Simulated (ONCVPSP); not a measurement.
# Logarithmic derivatives: antimony (Sb), ONCV

| Item | Value |
| --- | --- |
| Element | antimony (Sb) |
| Generator | ONCVPSP 4.0.1 |
| Type | optimised norm-conserving Vanderbilt (ONCV) |
| Functional | PBE |
| Relativity | fully relativistic |
| Frozen core | [Kr] 4d10 |
| Valence charge | 5 |
| Reference configuration | 5s2 5p2 (charge +1) |
| Partial waves | 5s: rc 1.70 bohr, ncon 3, nbas 8, qcut 3.6 1/bohr, 1 projector; 5p: rc 2.40 bohr, ncon 4, nbas 7, qcut 3.5 1/bohr, 3 projectors, debl 2.1 Ha |
| Local potential | polynomial inside 1.25 bohr (lpopt 5, dvloc0 0 Ha) |
| Core correction | polynomial model core, fcfact 0.55 |

Open shells are filled in proportion to 2j + 1.

The phase is arctan(r·R′/R) of the radial function R(r), unwrapped; energies in Ha, scanned from -2 to 5 Ha. A pole is an energy at which the radial function vanishes at the test radius. The pseudo phase is shifted by a multiple of π to meet the all-electron one at the reference energy, and phase errors are pseudo minus all-electron; the curves can meet again beyond the range given. Levels narrower than the energy grid can be missing from the lists of poles.

```tsv
channel	radius (bohr)	reference energy (Ha)	poles, all-electron	poles, pseudo	unbroken range about the reference energy with phases within 0.05 rad	phase error 1 Ha above the reference energy (rad)
s	1.72	-0.76	2.94	1.89	below 1.3	-0.019
p3/2	2.44	-0.43	0.77	0.76	below 4.3	-0.000
p1/2	2.44	-0.46	0.64	0.64, 4.89	below 4.9	-0.000
```

Note: ghosts flagged at negative energy: s at -164.7 eV; GHOST(+) flagged for p3/2 at 118.6 eV, p1/2 at 133.4 eV. A true bound ghost makes a file unfit for plane-wave use.

Phases in the p1/2 channel:

```csv
E (Ha),all-electron,pseudo
-1.98,1.210,1.210
-1.62,1.111,1.110
-1.26,0.900,0.899
-0.90,0.287,0.287
-0.54,-0.807,-0.807
-0.18,-1.271,-1.271
0.18,-1.450,-1.450
0.54,-1.549,-1.549
0.90,-1.624,-1.624
1.26,-1.696,-1.696
1.62,-1.787,-1.787
1.98,-1.945,-1.945
2.34,-2.369,-2.369
2.70,-3.591,-3.591
3.06,-4.247,-4.247
3.42,-4.449,-4.449
3.78,-4.542,-4.542
4.14,-4.598,-4.598
4.50,-4.636,-4.637
4.86,-4.665,-4.681
```
